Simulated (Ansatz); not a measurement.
Mulliken charges of CH₄BFOS (`OCB(F)S`) from r2SCAN/def2-TZVPP in Ansatz (PBE0-D4/def2-TZVP geometry).

```
atom   x (Å)   y (Å)   z (Å)  charge (e)
  O1  -0.284  -1.659  -0.883      -0.372
  C2  -0.204  -0.705   0.156       0.065
  B3   0.248   0.728  -0.299       0.307
  F4   0.344   0.975  -1.605      -0.266
  S5   0.616   2.100   0.807      -0.142
  H6  -0.350  -1.196  -1.722       0.208
  H7   0.489  -1.086   0.916       0.047
  H8  -1.175  -0.612   0.672       0.052
  H9   0.404   1.409   1.939       0.102
```

**Question.** By hand: the dipole of these point charges (1 e Å = 4.8032 D).

**Answer.** Σ q r = (-0.080, 0.049, 0.477) e Å, of length 0.486 e Å = 2.33 D.

**Question.** How does the dipole of the full density compare? (An estimate is asked.)

**Answer.** The calculation gave: (-0.066, 0.108, 0.251) e Å, 1.35 D; the point charges give 1.73 times that, at 18° from its direction.

Point charges leave out the atoms' own dipoles, such as those of lone pairs, and Mulliken's split depends on the basis, so the two needn't agree.
